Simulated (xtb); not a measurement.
CN, doublet, at a GFN2-xTB geometry; xtb with GFN2-xTB.

The xtb input:
```
$ xtb mol.xyz --gfn 2 --uhf 1 --hess --json

# file mol.xyz
2

C     -0.00000000    -0.00000000    -0.61154905
N      0.00000000     0.00000000     0.52418490
```

It wrote (shortened):

```
   ID    Z sym.   atoms
    1    6 C      1
    2    7 N      2

           -------------------------------------------------
          |                Calculation Setup                |
           -------------------------------------------------

           -------------------------------------------------
          |                 G F N 2 - x T B                 |
           -------------------------------------------------

          ...................................................
          :                      SETUP                      :
          :.................................................:
          :  # basis functions                   8          :
          :  # atomic orbitals                   8          :
          :  # shells                            4          :
          :  # electrons                         9          :
          :  max. iterations                   250          :
          :  Hamiltonian                  GFN2-xTB          :
          :  restarted?                      false          :
          :  GBSA solvation                  false          :
          :  PC potential                    false          :
          :  electronic temp.          300.0000000     K    :
          :  accuracy                    1.0000000          :
          :  -> integral cutoff          0.2500000E+02      :
          :  -> integral neglect         0.1000000E-07      :
          :  -> SCF convergence          0.1000000E-05 Eh   :
          :  -> wf. convergence          0.1000000E-03 e    :
          :  Broyden damping             0.4000000          :
          :  net charge                          0          :
          :  unpaired electrons                  1          :
          ...................................................

 iter      E             dE          RMSdq      gap      omega  full diag
   1     -4.9099568 -0.490996E+01  0.118E+01    5.01       0.0  T
   2     -4.8413844  0.685724E-01  0.104E+01    4.71       1.0  T
   3     -4.9965560 -0.155172E+00  0.512E+00    4.76       1.0  T
   4     -5.0030024 -0.644644E-02  0.105E+00    4.62       1.0  T
   5     -5.0044088 -0.140638E-02  0.599E-01    4.65       1.0  T
   6     -5.0044826 -0.737657E-04  0.195E-01    4.69       1.0  T
   7     -5.0045579 -0.753296E-04  0.310E-02    4.68       2.3  T
   8     -5.0045595 -0.162064E-05  0.692E-03    4.68      10.2  T
   9     -5.0045596 -0.905262E-07  0.297E-03    4.68      23.8  T
  10     -5.0045596 -0.214555E-07  0.691E-05    4.68    1024.0  T
  11     -5.0045596  0.309717E-10  0.113E-04    4.68     623.2  T

   *** convergence criteria satisfied after 11 iterations ***

         :::::::::::::::::::::::::::::::::::::::::::::::::::::
         ::                     SUMMARY                     ::
         :::::::::::::::::::::::::::::::::::::::::::::::::::::
         :: total energy              -4.895973821476 Eh    ::
         :: gradient norm              0.000000112720 Eh/a0 ::
         :: HOMO-LUMO gap              4.682104424136 eV    ::
         ::.................................................::
         :: SCC energy                -5.004559633819 Eh    ::
         :: -> isotropic ES           -0.001259099306 Eh    ::
         :: -> anisotropic ES          0.001392628920 Eh    ::
         :: -> anisotropic XC          0.011745170399 Eh    ::
         :: -> dispersion             -0.000304267293 Eh    ::
         :: repulsion energy           0.108585812344 Eh    ::
         :: add. restraining           0.000000000000 Eh    ::
         :: total charge               0.000000000000 e     ::
         :::::::::::::::::::::::::::::::::::::::::::::::::::::

           -------------------------------------------------
          |                Numerical Hessian                |
           -------------------------------------------------
step length          :   0.00500
SCC accuracy         :   0.30000
Hessian scale factor :   1.00000
frozen atoms in %    :   0.00000    0
[...]
   full:        0.116       0.000       0.116      -0.000      -0.000      -0.232

           -------------------------------------------------
          |               Frequency Printout                |
           -------------------------------------------------
 vibrational frequencies (cm⁻¹)
eigval :        0.00     0.00     0.00     0.00     0.00  2370.78
 reduced masses (amu)
   1: 13.09   2: 13.09   3: 13.09   4: 12.93   5: 12.93   6: 12.93
 IR intensities (km·mol⁻¹)
   1:  0.00   2:  0.00   3:  0.00   4:  1.82   5:  1.82   6:  1.14
 Raman intensities (Ä⁴*amu⁻¹)
   1:  0.00   2:  0.00   3:  0.00   4:  0.00   5:  0.00   6:  0.00
 output can be read by thermo (or use thermo option).
 writing <g98.out> molden fake output.
 recommended (thermochemical) frequency scaling factor: 1.0
           -------------------------------------------------
          |             Thermodynamic Functions             |
           -------------------------------------------------

cin symmetry found (for desy threshold:  0.10E+00) used in thermo

          ...................................................
          :                      SETUP                      :
          :.................................................:
          :  # frequencies                           1      :
          :  # imaginary freq.                       0      :
          :  linear?                              true      :
          :  only rotor calc.                    false      :
          :  symmetry                              cin      :
          :  rotational number                       1      :
          :  scaling factor                  1.0000000      :
          :  rotor cutoff                   50.0000000 cm⁻¹ :
          :  imag. cutoff                  -20.0000000 cm⁻¹ :
          :.................................................:

    mode    ω/cm⁻¹     T·S(HO)/kcal·mol⁻¹    T·S(FR)/kcal·mol⁻¹   T·S(vib)
   ------------------------------------------------------------------------
   ------------------------------------------------------------------------

   temp. (K)  partition function   enthalpy   heat capacity  entropy
                                   cal/mol     cal/K/mol   cal/K/mol   J/K/mol
 298.15  VIB   1.00                    0.073      0.003      0.000
         ROT   103.                  592.502      1.987     11.189
         INT   103.                  592.574      1.990     11.189
         TR   0.128E+27             1481.254      4.968     35.688
         TOT                        2073.8284     6.9582    46.8773   196.1344

       T/K    H(0)-H(T)+PV         H(T)/Eh          T*S/Eh         G(T)/Eh
   ------------------------------------------------------------------------
    298.15    0.330486E-02    0.870589E-02    0.222729E-01   -0.135670E-01
   ------------------------------------------------------------------------

         :::::::::::::::::::::::::::::::::::::::::::::::::::::
         ::                  THERMODYNAMIC                  ::
         :::::::::::::::::::::::::::::::::::::::::::::::::::::
         :: total free energy          -4.909540830021 Eh   ::
         ::.................................................::
         :: total energy               -4.895973821507 Eh   ::
         :: zero point energy           0.005401033751 Eh   ::
         :: G(RRHO) w/o ZPVE           -0.018968042265 Eh   ::
         :: G(RRHO) contrib.           -0.013567008514 Eh   ::
         :::::::::::::::::::::::::::::::::::::::::::::::::::::

           -------------------------------------------------
          | TOTAL ENERGY               -4.895973821507 Eh   |
          | TOTAL ENTHALPY             -4.887267931902 Eh   |
          | TOTAL FREE ENERGY          -4.909540830021 Eh   |
          | GRADIENT NORM               0.000000600188 Eh/α |
          | HOMO-LUMO GAP               4.682103278540 eV   |
           -------------------------------------------------

normal termination of xtb
```
